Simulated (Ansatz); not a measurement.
Program: Ansatz. Geometries: PBE0-D4/def2-TZVP. ΔE: electronic, gas phase. CCSD(T)/CBS is the MP2 limit (def2-TZVPP, def2-QZVPP) plus CCSD(T) − MP2 in def2-TZVPP, frozen cores. DFT in def2-TZVPP. B3LYP here is the variant with VWN-RPA as its local correlation; programs differ in this. One conformer a species, not always the lowest.

Reaction (formal exchange of groups at a C–C bond): `CC(C)(C)C#N` + `CC[SiH2]O` → `CCC[SiH2]O` + `CC(C)C#N`

`CC(C)(C)C#N`:

```xyz
15

C     1.429   -0.368   -0.126
C    -0.054   -0.106    0.155
C    -0.282    1.374    0.474
C    -0.906   -0.530   -1.044
C    -0.456   -0.902    1.319
N    -0.771   -1.526    2.232
H     1.741    0.220   -0.992
H     1.607   -1.423   -0.341
H     2.046   -0.082    0.728
H    -1.334    1.571    0.689
H     0.014    1.978   -0.386
H     0.310    1.686    1.336
H    -1.967   -0.362   -0.851
H    -0.615    0.057   -1.918
H    -0.762   -1.587   -1.274
```

`CC[SiH2]O`:

Z-matrix (Å, degrees):
```
C
C 1 1.526
H 1 1.094 2 111.5
H 1 1.093 2 111.3 3 -120.0
H 1 1.093 2 111.8 3 120.2
Si 2 1.868 1 113.6 3 58.5
H 2 1.096 1 110.5 3 -179.4
H 2 1.097 1 110.5 3 -62.4
O 6 1.653 2 112.4 1 59.9
H 6 1.494 2 108.7 1 -61.8
H 6 1.484 2 110.7 1 177.7
H 9 0.957 6 117.6 2 -78.7
```

`CCC[SiH2]O`:

Cartesian coordinates in Å:
```
C 1.327 -1.136 -0.360
C -0.184 -1.089 -0.513
C -0.892 -0.305 0.593
Si -0.496 1.523 0.675
O -0.709 2.264 -0.787
H 1.774 -0.138 -0.396
H 1.788 -1.731 -1.151
H 1.611 -1.578 0.599
H -0.573 -2.112 -0.537
H -0.442 -0.653 -1.485
H -0.661 -0.742 1.574
H -1.978 -0.390 0.473
H -1.438 2.195 1.606
H 0.899 1.743 1.156
H -0.025 2.151 -1.447
```

`CC(C)C#N`:

Cartesian coordinates in Å:
```
C 0.521 0.085 -1.248
C -0.372 0.263 -0.021
C -0.335 -0.955 0.901
C 0.008 1.467 0.713
N 0.322 2.408 1.294
H 0.475 0.956 -1.902
H 1.560 -0.063 -0.949
H 0.197 -0.791 -1.812
H -1.403 0.420 -0.356
H -0.986 -0.819 1.765
H 0.680 -1.133 1.262
H -0.666 -1.839 0.353
```

```csv
level,ΔE (kJ/mol),difference from CCSD(T)/CBS
PBE-D4,6.1,-4.2
r2SCAN-D4,8.7,-1.6
PBE0-D4,6.4,-3.9
B3LYP-D4,6.5,-3.8
ωB97M-V,9.1,-1.2
B2PLYP,8.0,-2.3
PBE,4.8,-5.5
r2SCAN,8.4,-1.9
PBE0,5.3,-5.0
HF/def2-TZVPP,4.7,-5.6
MP2/def2-TZVPP,14.0,3.7
SCS-MP2/def2-TZVPP,12.0,1.7
CCSD/def2-TZVPP,9.7,-0.6
HF/def2-QZVPP,4.7,-5.6
SCS-MP2/def2-QZVPP,11.6,1.3
CCSD/CBS(def2),9.0,-1.3
CCSD(T)/CBS,10.3,0
```

Largest T1 diagnostic among the species: 0.011.

In def2-TZVPP, CCSD(T) changes the Hartree–Fock value by +6.3 kJ/mol (the triples alone add +1.3 kJ/mol) and MP2 by +9.3 kJ/mol.
